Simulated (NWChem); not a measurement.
System: CrNH$_{3}$S$_{2}$O; SMILES [NH]=[Cr]([OH])(=[S])[SH]

Input file for NWChem:

```
start job
memory heap 200 mb stack 900 mb global 1100 mb
geometry units angstroms
  Cr    -0.152373     0.041199    -0.400206
  N     -0.711101    -1.336046    -1.071060
  H     -1.019673    -2.131908    -1.615983
  S      1.880815    -0.177144    -0.059548
  O     -0.439365     1.590944    -0.974823
  H     -0.590833     2.431107    -1.408186
  S     -0.988037    -0.083478     1.710650
  H     -2.074620    -0.820969     1.501447
end
basis spherical
  * library 6-31g*
end
dft
  xc b3lyp
  iterations 150
end
driver
  maxiter 120
end
task dft optimize
```

Parts of the log:

```
             Northwest Computational Chemistry Package (NWChem) 7.3.0
             --------------------------------------------------------

 C1  symmetry detected

                             Geometry "geometry" -> ""
                             -------------------------

 Output coordinates in angstroms (scale by  1.889725989 to convert to a.u.)

  No.       Tag          Charge          X              Y              Z
 ---- ---------------- ---------- -------------- -------------- --------------
    1 Cr                  24.0000    -0.39287247     0.13986856    -0.07444180
    2 N                    7.0000    -0.83555662     0.05713958    -1.64167264
    3 H                    1.0000    -1.20179433     0.11609041    -2.58398300
    4 S                   16.0000     1.12497122     1.54083733     0.10166052
    5 O                    8.0000    -1.43906991     0.31217498     1.22557362
    6 H                    1.0000    -2.09590385     0.48277627     1.90091375
    7 S                   16.0000     0.74565698    -1.80857452     0.20288831
    8 H                    1.0000     0.15804205    -2.56929390    -0.71598938

 Effective nuclear repulsion energy (a.u.)     479.0284624319

                                Z-matrix (autoz)
                                --------

 Units are Angstrom for bonds and degrees for angles

      Type          Name      I     J     K     L     M      Value
      ----------- --------  ----- ----- ----- ----- ----- ----------
    1 Stretch                  1     2                       1.63065
    2 Stretch                  1     4                       2.07306
    3 Stretch                  1     5                       1.67758
    4 Stretch                  1     7                       2.27367
    5 Stretch                  2     3                       1.01270
    6 Stretch                  5     6                       0.95740
    7 Stretch                  7     8                       1.32978
    8 Bend                     1     2     3               171.70234
    9 Bend                     1     5     6               173.11301
   10 Bend                     1     7     8               100.64230
   11 Bend                     2     1     4               108.34262
   12 Bend                     2     1     5               125.50018
   13 Bend                     2     1     7               102.10444
   14 Bend                     4     1     5               108.74580
   15 Bend                     4     1     7               101.66189
   16 Bend                     5     1     7               107.80507
   17 Torsion                  2     1     5     6         -39.08871
   18 Torsion                  2     1     7     8         -27.56934
   19 Torsion                  3     2     1     4         -87.10802
   20 Torsion                  3     2     1     5          43.61234
   21 Torsion                  3     2     1     7         166.09975
   22 Torsion                  4     1     5     6          91.47408
   23 Torsion                  4     1     7     8        -139.46408
   24 Torsion                  5     1     7     8         106.27212
   25 Torsion                  6     5     1     7        -159.06332

                           NWChem Geometry Optimization
                           ----------------------------

 maximum gradient threshold         (gmax) =   0.000450
 rms gradient threshold             (grms) =   0.000300
 maximum cartesian step threshold   (xmax) =   0.001800
 rms cartesian step threshold       (xrms) =   0.001200
 fixed trust radius                (trust) =   0.300000
 source of zmatrix                         =   autoz

          -------------------
          Energy Minimization
          -------------------

 Using diagonal initial Hessian
 Scaling for Hessian diagonals: bonds = 1.00  angles = 0.25  torsions = 0.10

          --------
          Step   0

                                 NWChem DFT Module
                                 -----------------

 Summary of "ao basis" -> "ao basis" (spherical)
 ------------------------------------------------------------------------------
       Tag                 Description            Shells   Functions and Types
 ---------------- ------------------------------  ------  ---------------------
 Cr                          6-31g*                 12       34   5s4p2d1f
 N                           6-31g*                  6       14   3s2p1d
 H                           6-31g*                  2        2   2s
 S                           6-31g*                  8       18   4s3p1d
 O                           6-31g*                  6       14   3s2p1d

            General Information
            -------------------
          SCF calculation type: DFT
          Wavefunction type:  closed shell.
          No. of atoms     :     8
          No. of electrons :    74
           Alpha electrons :    37
            Beta electrons :    37
          Charge           :     0
          Spin multiplicity:     1
          Use of symmetry is: off; symmetry adaption is: off
          Maximum number of iterations: 150
          AO basis - number of functions:   104
                     number of shells:    46
          Convergence on energy requested:  1.00D-06
          Convergence on density requested:  1.00D-05
          Convergence on gradient requested:  5.00D-04

              XC Information
              --------------
                         B3LYP Method XC Potential
                     Hartree-Fock (Exact) Exchange  0.200
                        Slater Exchange Functional  0.800 local
                    Becke 1988 Exchange Functional  0.720 non-local
              Lee-Yang-Parr Correlation Functional  0.810
                  VWN I RPA Correlation Functional  0.190 local

[...]

      ----------------------
      Optimization converged
      ----------------------

  Step       Energy      Delta E   Gmax     Grms     Xrms     Xmax
  ---- ---------------- -------- -------- -------- -------- --------
@   38   -1972.58464968  1.6D-08  0.00003  0.00001  0.00033  0.00078
                                     ok       ok       ok       ok

                                Z-matrix (autoz)
                                --------

 Units are Angstrom for bonds and degrees for angles

      Type          Name      I     J     K     L     M      Value     Gradient
      ----------- --------  ----- ----- ----- ----- ----- ---------- ----------
    1 Stretch                  1     2                       1.60003    0.00000
    2 Stretch                  1     4                       1.98647    0.00001
    3 Stretch                  1     5                       1.74892    0.00001
    4 Stretch                  1     7                       2.23041    0.00001
    5 Stretch                  2     3                       1.02263   -0.00003
    6 Stretch                  5     6                       0.97201   -0.00000
    7 Stretch                  7     8                       1.35189    0.00002
    8 Bend                     1     2     3               144.59354   -0.00001
    9 Bend                     1     5     6               114.50021   -0.00001
   10 Bend                     1     7     8                97.58944   -0.00000
   11 Bend                     2     1     4               111.30469    0.00000
   12 Bend                     2     1     5               110.39679   -0.00000
   13 Bend                     2     1     7               105.67861    0.00000
   14 Bend                     4     1     5               111.69229   -0.00000
   15 Bend                     4     1     7               105.72442   -0.00000
   16 Bend                     5     1     7               111.80658    0.00000
   17 Torsion                  2     1     5     6          10.69404    0.00000
   18 Torsion                  2     1     7     8         -30.66543    0.00000
   19 Torsion                  3     2     1     4           8.88364    0.00000
   20 Torsion                  3     2     1     5         133.51395    0.00000
   21 Torsion                  3     2     1     7        -105.42124    0.00000
   22 Torsion                  4     1     5     6         135.10238    0.00000
   23 Torsion                  4     1     7     8        -148.76894    0.00000
   24 Torsion                  5     1     7     8          89.47961    0.00000
   25 Torsion                  6     5     1     7        -106.64865    0.00000

                         Geometry "geometry" -> "geometry"
                         ---------------------------------

 Output coordinates in angstroms (scale by  1.889725989 to convert to a.u.)

  No.       Tag          Charge          X              Y              Z
 ---- ---------------- ---------- -------------- -------------- --------------
    1 Cr                  24.0000    -0.22880984     0.11897852     0.00735219
    2 N                    7.0000    -1.08478974     0.05391740    -1.34289227
    3 H                    1.0000    -1.15786014     0.40354554    -2.30111927
    4 S                   16.0000     1.14683072     1.54947629    -0.07839984
    5 O                    8.0000    -1.28316140     0.31800856     1.38845272
    6 H                    1.0000    -2.22825460     0.19988991     1.19441755
    7 S                   16.0000     0.90132354    -1.80179429     0.09771512
    8 H                    1.0000    -0.00180547    -2.57100323    -0.55057683

 Effective nuclear repulsion energy (a.u.)     485.4063039275

                Final and change from initial internal coordinates
                --------------------------------------------------

                                Z-matrix (autoz)
                                --------

 Units are Angstrom for bonds and degrees for angles

[...]
```

Level: B3LYP/6-31G* (spherical d). No frequency run checked for a minimum.
